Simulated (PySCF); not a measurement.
H6S, SMILES [H][S@OH23]([H])([H])([H])([H])[H].

Geometry optimised at ωB97X-D3(BJ)/def2-TZVP.

Two levels are set side by side: PBE/def2-TZVPD (PySCF) and HF/def2-TZVPD (PySCF). Same geometry, gas phase. Differences are taken from unrounded values.

| quantity | PBE |
|---|---|
| orbital gap (eV) | 3.72 |
| highest occupied level (eV) | -5.65 |
| lowest empty level (eV) | -1.93 |
| mean polarisability (bohr³) | 39.8 |

**Question.** These are the PBE values. What does HF give? (An estimate is asked for; the answer gives what the named calculation found.)

**Answer.** 
| quantity | HF | PBE minus HF |
|---|---|---|
| orbital gap (eV) | 10.95 | -7.23 |
| highest occupied level (eV) | -9.70 | 4.05 |
| lowest empty level (eV) | 1.25 | -3.18 |
| mean polarisability (bohr³) | 35.9 | 3.9 |

Without exact exchange PBE keeps part of each electron's self-repulsion, which lifts occupied levels and narrows the gap. Loosely held outer electrons make PBE densities more polarisable. Differences between two approximate levels are no errors against the true value.
